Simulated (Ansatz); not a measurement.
A nudged elastic band was laid between two geometries of C3H4OTe (9 atoms, charge 0, multiplicity 1).

The calculation used RKS PBE/def2-mTZVP in Ansatz.

```json
{"movable images": "5", "climbing image": "yes", "spring": "5.0 eV/Å²", "optimiser": "quadratic models (default)", "start path": "through a guess of the saddle point", "force threshold": "0.05 eV/Å", "iteration limit": "60", "end points": "relaxed"}
```

First end point:

```xyz
9
Properties=species:S:1:pos:R:3
Te -0.709 1.763 -1.957
C -0.143 0.346 -0.496
C 0.988 -0.276 -0.102
C 0.119 -1.079 0.830
O -1.062 -0.328 0.321
H -1.384 2.796 -0.805
H 2.046 -0.210 -0.326
H -0.012 -2.148 0.607
H 0.245 -0.910 1.909
```

Last end point:

```xyz
9
Properties=species:S:1:pos:R:3
Te -0.395 2.479 -1.066
C -0.036 0.588 -0.195
C 0.981 -0.298 -0.128
C 0.115 -1.087 0.819
O -0.939 -0.045 0.670
H -1.766 1.926 -1.883
H 1.961 -0.413 -0.575
H -0.258 -2.061 0.468
H 0.426 -1.136 1.872
```

(1) Which bonds break or form, and what moves?

(2) Give the energies along the band, and the barrier.

(3) What is the geometry of the highest image?

Answers

(1) No bond is made or broken. The dihedral H6–Te1–C2–O5 goes from 62 to -62°. The two ends are copies of one structure, up to a mirror image or an exchange of like atoms.

(2) The forces met the threshold. The highest image is number 4 of 0 to 6, 0.034 eV above the ends, which have the same energy within 2 meV. Beside the main top the profile has a ripple of under 15 meV (maxima at images 2, 4), which may be a very shallow well or noise. A vibrational analysis at the climbing image gives one clearly imaginary mode, 86i cm⁻¹: a first-order saddle point.

```
image  path coordinate (Å)  energy (eV)  dihedral H6–Te1–C2–O5 (°)
    0                 0.00        0.000                         62
    1                 0.85        0.021                        102
    2                 1.70        0.033                        143
    3                 2.54        0.026                       -177
    4                 3.39        0.034                       -137
    5                 4.18        0.019                        -98
    6                 4.96        0.000                        -62
```

(3) 
```xyz
9
Properties=species:S:1:pos:R:3
Te -1.304 2.241 -0.891
C -0.378 0.513 -0.085
C 0.842 -0.049 0.045
C 0.147 -1.177 0.764
O -1.145 -0.460 0.571
H -0.394 2.130 -2.305
H 1.865 0.199 -0.214
H 0.096 -2.154 0.261
H 0.359 -1.290 1.837
```

Run time: 5.5 min on 2 threads of Intel(R) Xeon(R) Processor @ 2.50GHz (Skylake/Cascade Lake), on a shared host, peak memory 0.18 GiB.
